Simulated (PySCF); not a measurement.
[(OH)3Sn]2O.
Bonds: Sn1–O2, Sn1–O3, Sn1–O4, Sn1–O5, O5–Sn6, Sn6–O7, Sn6–O8, Sn6–O9. Hydrogens: H10 on O2; H11 on O3; H12 on O4; H13 on O7; H14 on O8; H15 on O9.

Computed with PBE0-D3(BJ)/def2-SVP geometry optimisation, gas phase, def2 core potentials past Kr (PySCF).

(1) How far are the bound atoms from Sn1?

(2) List the angles at Sn1.

(3) Describe the arrangement about Sn1 in numbers.

(4) Give some angles away from the centre.

Answers

(1) 4 atoms: O3 1.952 Å, O4 1.956 Å, O5 1.975 Å, O2 2.002 Å. The nearest atom not counted as bound is H11, at 2.37 Å.

(2) 
```
    angle  degrees  distance of the outer atoms (Å)
O3–Sn1–O5    113.7                             3.29
O4–Sn1–O5    112.9                             3.28
O2–Sn1–O4    112.9                             3.30
O3–Sn1–O4    110.8                             3.22
O2–Sn1–O3    110.0                             3.24
O2–Sn1–O5     95.9                             2.95
```

(3) Angles from 95.9° to 113.7°; τ4 = (360° − α − β)/141° = 0.95 with α and β the two widest (0 for a square, 1 for a tetrahedron). The Sn–O distances aren't all alike: 1.952 to 2.002 Å.

(4) Sn1–O5–Sn6 109.5°.

Charge 0, singlet. No PBE0-D3(BJ)/def2-SVP frequencies stand behind this structure, so it isn't proved a minimum.

Time: 22 min of wall time; peak memory 0.84 GiB. Hardware: an Arm Neoverse N1 with one thread, on a shared host. That covers the optimisation of the geometry.

One conformer stands for the species.
